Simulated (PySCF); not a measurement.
NbS(OH)3 (singlet state).
Cartesian coordinates in Å at the PBE0-D3(BJ)/def2-SVP level; atoms count from 1:
```xyz
8
H3NbO3S angstrom
Nb     0.0135   -0.0115    0.0370
S      0.0524   -0.0673    2.1879
O      1.7521    0.2740   -0.6189
H      2.6142    0.3881   -0.2082
O     -1.1001    1.3877   -0.5459
H     -1.6267    2.0557   -0.0972
O     -0.6396   -1.6463   -0.6253
H     -0.9276   -2.4661   -0.2132
```

Computed with PBE0-D3(BJ)/def2-SVP geometry optimisation, gas phase, def2 core potentials past Kr (PySCF).

Q: Which atoms are bound to Nb1, and at what distances?

A: 4 atoms: O3 1.880 Å, O7 1.881 Å, O5 1.881 Å, S2 2.152 Å. The nearest atom not counted as bound is H8, at 2.64 Å (others tie with it).

Q: List the angles at Nb1.

A: 
| angle | degrees | distance of the outer atoms (Å) |
| --- | --- | --- |
| S2–Nb1–O5 | 109.9 | 3.30 |
| S2–Nb1–O3 | 109.6 | 3.30 |
| S2–Nb1–O7 | 109.6 | 3.30 |
| O5–Nb1–O7 | 109.4 | 3.07 |
| O3–Nb1–O7 | 109.3 | 3.07 |
| O3–Nb1–O5 | 109.1 | 3.06 |

Q: What is the shape at Nb1?

A: Tetrahedral: angles from 109.1° to 109.9°; τ4 = (360° − α − β)/141° = 1.00 with α and β the two widest (0 for a square, 1 for a tetrahedron).

Q: What are the other bond lengths?

A: O3–H4, O5–H6, O7–H8 0.962 Å.

Q: What are the rotational constants (commonest isotopes, rigid rotor)?

A: A = 2949, B = 2064, C = 2060 MHz: a prolate symmetric top.

Point group: C3v (tolerance 0.08 Å). Charge 0, singlet. PBE0-D3(BJ)/def2-SVP frequencies: not computed here.

On Intel Xeon Platinum 8488C, one thread, shared host, this took 71 s wall and 0.42 GiB of memory at its peak. This is the geometry optimisation.
